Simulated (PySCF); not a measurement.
SMILES CC(C)(C)[SiH2][SiH2]Br (C4H13BrSi2) (GFN2-xTB optimised geometry):

```
20

C      0.387    -1.294     1.246
C      0.886    -0.561     0.000
C      0.391    -1.294    -1.247
C      2.414    -0.561     0.000
Si     0.252     1.249     0.000
Si    -2.056     1.323     0.055
Br    -2.737     1.968     2.083
H      0.722    -0.793     2.153
H     -0.702    -1.343     1.268
H      0.766    -2.315     1.266
H     -0.698    -1.337    -1.278
H      0.764    -2.318    -1.259
H      0.739    -0.800    -2.152
H      2.802    -0.059     0.884
H      2.797    -1.582    -0.005
H      2.802    -0.051    -0.880
H      0.840     1.948     1.151
H      0.728     1.923    -1.218
H     -2.688     2.318    -0.807
H     -2.802     0.076    -0.120
```

Calculation: B3LYP/def2-SVP in PySCF 2.14.0.

Problem. What are the frontier orbital energies and the dipole moment?

Solution. HOMO-2 -8.07 eV, HOMO-1 -7.64 eV, HOMO -7.33 eV, LUMO -0.81 eV, LUMO+1 -0.18 eV; dipole moment 2.51 D.

Meta-Löwdin charges at B3LYP/def2-SVP: C1 -0.28, C2 -0.12, C3 -0.28, C4 -0.28, Si5 0.40, Si6 0.40, Br7 -0.29, H8 0.09, H9 0.09, H10 0.09, H11 0.09, H12 0.09, H13 0.09, H14 0.09, H15 0.09, H16 0.09, H17 -0.09, H18 -0.10, H19 -0.09, H20 -0.09.
